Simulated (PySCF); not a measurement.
**Vibration and rotation of BeBr⁺**

RHF-CCSD(T) constants of BeBr⁺, ¹Σ⁺ (singlet), closed shell (PySCF, scalar-relativistic core potentials, basis sets Be cc-pVDZ, Br cc-pVDZ-PP with ECP10; masses 9.0122 and 78.9183 u):

| Item | Value |
| --- | --- |
| ωe | 861.3 cm⁻¹ |
| ωexe | 4.14 cm⁻¹ |
| Be | 0.58694 cm⁻¹ |
| αe | 0.00414 cm⁻¹ |
| De to Be⁺ + Br | 3.88 eV |

Question: What force constant and bond length do these constants imply?

Answer: Reduced mass μred = 8.0885 u; k = 5.8918×10⁻⁷·μred·ωe² (u, cm⁻¹, mdyn/Å) = 3.54 mdyn/Å; Re = √(16.8576/(μred·Be)) (u, cm⁻¹, Å) = 1.884 Å.

Question: Estimate the centrifugal constant D from the Kratzer relation and find the Dunham coefficient a1.

Answer: D = 4Be³/ωe² = 1.09e-06 cm⁻¹; a1 = −1 − αeωe/(6Be²) = -2.73.

Correlated steps freeze 4 core orbitals. Correlated levels converge slowly with the basis: in double zeta they bind strong bonds too weakly, by up to about 1 eV, and carry superposition errors of some tenths. For an ion De counts to the pair picked by the measured ionisation energies or electron affinities, which need not be the lowest pair at this level. Where the molecule has an RHF reference, its open-shell atoms are computed with UHF.
